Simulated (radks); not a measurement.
Task: Calculated with a radial shooting solver on a logarithmic mesh with Libxc functionals: non-relativistic Kohn-Sham, LB94 model potential, spin-polarised, spherical densities, point nucleus; open shells are filled with parallel spins first (spin-orbit coupling, left out, can overturn this in heavy ions). Response by self-consistent Sternheimer equations with the Hartree and adiabatic LDA kernel. For heavy and open-shell atoms this level of theory can miss by tens of per cent. Estimate the static dipole polarisabilities of Pt ([Xe] 4f14 5d9 6s1) and Tl3+ ([Xe] 4f14 5d10) and the C6 coefficients of the three pairs.

Result: alpha = 42.87 and 4.780 bohr^3; C6 = 368.7 (Pt-Pt), 82.56 (Pt-Tl3+), 27.52 (Tl3+-Tl3+) hartree bohr^6.
